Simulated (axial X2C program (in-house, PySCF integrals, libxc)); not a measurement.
# PrH⁺: the levels of the configuration f2 s1 d(πδ)0

Computed with an axial X2C code built on PySCF integrals: two-component X2C with atomic mean-field Coulomb and Gaunt terms, basis Pr dyall-v3z, H dyall-v3z (cores contracted in-house). Orbitals come from Hartree–Fock averaged over the configuration Pr f2 s1 d(πδ)0; CI then distributes these electrons over the f, s, d(πδ) shells of Pr.

R = 1.963 Å (near the minimum of the configuration average).

Active spinors (ω > 0):

| shell | ω | ε (eV) | character |
| --- | --- | --- | --- |
| f | 5/2 | -0.87 | 100% Pr f |
| f | 3/2 | -0.77 | 100% Pr f |
| f | 1/2 | -0.76 | 99% Pr f |
| f | 7/2 | -0.64 | 100% Pr f |
| f | 5/2 | -0.54 | 100% Pr f |
| f | 1/2 | -0.49 | 99% Pr f |
| f | 3/2 | -0.48 | 100% Pr f |
| s | 1/2 | -7.71 | 63% Pr s, 30% Pr d, 4% H s |
| d(πδ) | 3/2 | -3.84 | 100% Pr d |
| d(πδ) | 5/2 | -3.76 | 100% Pr d |
| d(πδ) | 1/2 | -3.58 | 95% Pr d |
| d(πδ) | 3/2 | -3.52 | 95% Pr d |

Lowest levels of this model:

```csv
Ω,energy (cm⁻¹),g∥,configuration
11/2,0,8.35,100% f2 d(πδ)1
9/2,416,6.54,99% f2 d(πδ)1
7/2,999,4.92,94% f2 d(πδ)1 + 5% f2 s1
5/2,1403,3.33,94% f2 d(πδ)1 + 6% f2 s1
13/2,1604,12.37,100% f2 d(πδ)1
3/2,1746,1.82,93% f2 d(πδ)1 + 7% f2 s1
11/2,1940,10.40,99% f2 d(πδ)1
1/2,1990,0.55,90% f2 d(πδ)1 + 10% f2 s1
9/2,2342,8.52,68% f2 d(πδ)1 + 32% f2 s1
9/2,2536,7.95,55% f2 d(πδ)1 + 45% f2 s1
7/2,2550,4.75,82% f2 s1 + 18% f2 d(πδ)1
7/2,2714,7.02,90% f2 d(πδ)1 + 9% f2 s1
5/2,2805,4.68,89% f2 d(πδ)1 + 11% f2 s1
3/2,2846,2.50,90% f2 d(πδ)1 + 9% f2 s1
5/2,2967,3.51,83% f2 s1 + 17% f2 d(πδ)1
1/2,3027,0.14,78% f2 d(πδ)1 + 22% f2 s1
1/2,3143,1.85,63% f2 d(πδ)1 + 37% f2 s1
5/2,3148,4.64,96% f2 d(πδ)1
7/2,3212,6.38,82% f2 d(πδ)1 + 17% f2 s1
3/2,3212,2.93,69% f2 s1 + 31% f2 d(πδ)1
3/2,3246,2.61,73% f2 d(πδ)1 + 27% f2 s1
15/2,3285,16.27,100% f2 d(πδ)1
1/2,3347,0.48,56% f2 s1 + 44% f2 d(πδ)1
9/2,3422,7.61,90% f2 d(πδ)1 + 9% f2 s1
13/2,3512,14.13,99% f2 d(πδ)1
11/2,3808,11.93,92% f2 d(πδ)1 + 8% f2 s1
11/2,4094,10.93,94% f2 d(πδ)1
17/2,5069,20.00,100% f2 d(πδ)1
15/2,5157,17.74,99% f2 d(πδ)1
13/2,5504,15.56,90% f2 d(πδ)1 + 10% f2 s1
```

g∥ is the magnitude of 2⟨Lz + ge Sz⟩ for the +Ω component.

(1) From Ω and g∥ of the lowest level, whose 2⟨Lz + ge Sz⟩ is positive, find ⟨Sz⟩ and ⟨Lz⟩ (ge = 2.0023).

Occupations of the active spinors in the lowest level by ω, shell by shell in order of energy: -7/2: 0.00; -5/2: 0.00 0.00 0.00; -3/2: 0.00 0.00 0.00 0.00; -1/2: 0.00 0.00 0.00 0.00; 1/2: 0.02 0.01 0.00 0.00; 3/2: 0.94 0.03 0.99 0.00; 5/2: 0.96 0.02 0.01; 7/2: 0.02. The leading determinant has weight 0.92 among 58.

This point took 0.88 s on 1 thread of Arm Neoverse V1, with other jobs on the host.

Dynamic correlation is missing, so gaps between terms are too wide and other configurations may lie lower; the lowest level listed is that of this model, not necessarily the ground state. The lowest levels belong to f2 d(πδ)1, not to the averaged configuration, so orbitals and distance suit them less well. At most 4 roots were kept for each Ω > 0 (twice that for Ω = 0) within 2.2 eV of the lowest, so higher up levels can be missing between those listed; levels with Ω > 0 are doubly degenerate and listed once, Ω = 0 levels singly. States that fill the shells left empty in the average are placed too high.

Results:

(1) Ω = ⟨Lz⟩ + ⟨Sz⟩ = 11/2 and ⟨Lz⟩ + ge⟨Sz⟩ = 4.175, so ⟨Sz⟩ = -1.32 and ⟨Lz⟩ = 6.82.
